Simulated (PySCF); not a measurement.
# Two-component Hartree-Fock for Lu (lutetium, neutral)

Start: [Xe] 4f14 5d1 6s2; 5d5/2 filled at m_j = +5/2. Calculated with PySCF 2.14 in x2c-TZVPall-2c (11s11p10d2f1g, 117 functions): generalised Hartree-Fock with the X2C-1e Hamiltonian and a Gaussian nucleus; one run each with spin-orbit coupling (SO) screened by Boettger's factors, then bare. This is a chosen level, not necessarily the ground level.

```csv
spinor shell,electrons,"ε, screened SO (eV)","ε, bare SO (eV)",weight of nominal j (bare SO),"rms radius, bare SO (bohr)"
1s1/2,2,-63633.0,-63631.8,1.000,0.0219
2s1/2,2,-10964.7,-10964.4,1.000,0.0885
2p1/2,2,-10445.6,-10472.7,1.000,0.0752
3s1/2,2,-2542.6,-2542.5,1.000,0.227
3p1/2,2,-2313.1,-2318.9,1.000,0.218
3p3/2,4,-2069.1,-2067.1,1.000,0.233
3d3/2,4,-1684.0,-1689.4,1.000,0.206
3d5/2,6,-1631.2,-1627.8,1.000,0.210
4s1/2,2,-535.45,-535.46,1.000,0.509
4p1/2,2,-440.61,-442.00,1.000,0.519
4p3/2,4,-384.61,-384.16,1.000,0.552
4d3/2,4,-228.16,-229.27,1.000,0.584
4d5/2,6,-217.64,-216.99,1.000,0.598
5s1/2,2,-73.550,-73.568,1.000,1.27
5p1/2,2,-44.124,-44.314,0.999,1.42
5p3/2,4,-37.113,-37.074,0.999,1.55
4f5/2,6,-23.268,-23.891,1.000,0.788
4f7/2,8,-21.716,-21.287,1.000,0.808
6s1/2,2,-6.143,-6.147,0.984,4.13
5d5/2,1,-5.072,-5.056,1.000,3.16
```

Problem. Where does 2p3/2 lie, and what is the 2p spin-orbit splitting (bare SO)?

Solution. At -9313.4 eV, 1159.2 eV above 2p1/2.

```csv
quantity,screened SO,bare SO
E (hartree),-14566.82284,-14567.79582
M_J,5/2,5/2
⟨J²⟩,8.999,8.999
⟨L²⟩,6.308,6.320
⟨S²⟩,0.921,0.932
```

Each row is a mean over spinors that exchange with the open shell spreads, by up to 2.021 eV (5p3/2).

⟨J²⟩ departs a little from M_J(M_J + 1) because the unrestricted spinors polarise the closed shells.

Breit and QED terms are absent; they matter most for the inner s and p1/2 levels.

Densities and radii are taken from the X2C orbitals without a picture-change correction, which distorts them close to the nucleus.
